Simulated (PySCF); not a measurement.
**How the method moves the HOMO and LUMO of `C[Si](Cl)(Cl)[Si](Cl)(Cl)Cl`**

Species: CH3Cl5Si2.
Cartesian coordinates in Å at the PBE0-D3(BJ)/def2-SVP level; atoms count from 1:
```xyz
11
CH3Cl5Si2 angstrom
C     -2.020   -0.212    0.131
Si    -0.750    1.132   -0.005
Cl    -1.044    2.213   -1.736
Cl    -0.860    2.407    1.613
Si     1.410    0.273   -0.095
Cl     1.832   -0.679    1.678
Cl     1.464   -1.129   -1.601
Cl     2.827    1.705   -0.458
H     -1.851   -0.799    1.047
H     -3.031    0.221    0.164
H     -1.943   -0.880   -0.741
```

Basis pcSseg-1 throughout (PySCF), one geometry. Isolated species at its PBE0-D3(BJ)/def2-SVP geometry, gas phase.

**Question.** How do the orbital energies, the gap and the dipole change with the method?

**Answer.** 
```
   method                    kind  HOMO (eV)  LUMO (eV)  gap (eV)  μ (D)  SCF cycles
     BLYP                     GGA      -7.20      -1.54      5.66   2.08          14
      KT2                     GGA      -7.47      -1.95      5.53   2.14          15
    B3LYP           global hybrid      -8.39      -1.09      7.30   2.17          13
     PBE0           global hybrid      -8.64      -1.02      7.62   2.23          13
 mPW1PW91           global hybrid      -8.68      -1.03      7.65   2.24          13
CAM-B3LYP  range-separated hybrid      -9.91       0.16     10.07   2.21          12
  wB97X-D  range-separated hybrid     -10.48       0.66     11.14   2.26          13
  LC-wPBE  range-separated hybrid     -11.25       1.12     12.37   2.28          12
       HF            Hartree–Fock     -11.56       2.47     14.03   2.32          10
```

The HOMO spans 4.36 eV, from BLYP down to HF, and the gap runs from 5.53 eV (KT2) to 14.03 eV (HF). Over the methods BLYP (0 %), KT2 (0 %), B3LYP (20 %), PBE0 (25 %), mPW1PW91 (25 %), HF (100 %), a straight line through the gap against the share of exact exchange rises by 0.84 eV for each 10 % (correlation coefficient 1.000). The dipole ranges from 2.08 D (BLYP) to 2.32 D (HF). This basis has no diffuse functions.

The vertical ΔSCF ionisation energy at PBE0/def2-SVPD is 10.14 eV; −ε(HOMO) comes closest to it with CAM-B3LYP (9.91 eV).
